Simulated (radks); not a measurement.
The niobium ion Nb2+ inside a hard spherical wall (all orbitals vanish at R), configuration held at [Kr] 4d3 and not refilled when levels cross. All-electron calculation, scalar-relativistic Kohn-Sham, PBE, spin-polarised, spherical densities, point nucleus; open shells are filled with parallel spins first (spin-orbit coupling, left out, can overturn this in heavy ions). Program: a radial shooting solver on a logarithmic mesh with Libxc functionals. Eigenvalues in eV for spin up, with the zero of energy where the potential of the charges vanishes at infinity; a dash marks a level that is unbound or too diffuse for the functional's potential to be trusted. A positive occupied level is held by the wall or, in an anion where self-interaction has pushed it up, behind a barrier. The pressure on the wall is -dE/dV.

R (bohr)  E (hartree)  kinetic (hartree)    e(3d)    e(4s)    e(4p)    e(4d)  e(5s, empty)  e(5p, empty)  pressure (GPa)
free      -3818.91423           3932.148  -213.94  -76.558  -52.651  -19.985       -17.466       -12.623               0
10        -3818.91422           3932.148  -213.94  -76.557  -52.651  -19.985       -17.466       -12.619        < 0.0001
8         -3818.91419           3932.148  -213.93  -76.554  -52.648  -19.982       -17.454       -12.552         0.00298
7         -3818.91393           3932.151  -213.91  -76.538  -52.632  -19.967       -17.397       -12.358          0.0281
5         -3818.90101           3932.252  -213.41  -76.110  -52.229  -19.532       -15.995        -9.642            2.26
4         -3818.83270           3932.657  -211.86  -74.883  -51.069  -18.063       -11.460        -2.900            22.0
3.5       -3818.70416           3933.353  -209.84  -73.385  -49.616  -16.022        -5.218         5.412            78.4
2.5       -3817.08934           3941.273  -195.65  -63.317  -38.827   -0.760        39.759        58.242            1650
2         -3812.39588           3960.641  -172.27  -44.155  -17.010   27.664        119.91        144.70           10200
1.5       -3791.79544           4029.579  -117.24   22.708   57.722   114.80        354.44        385.03           86100
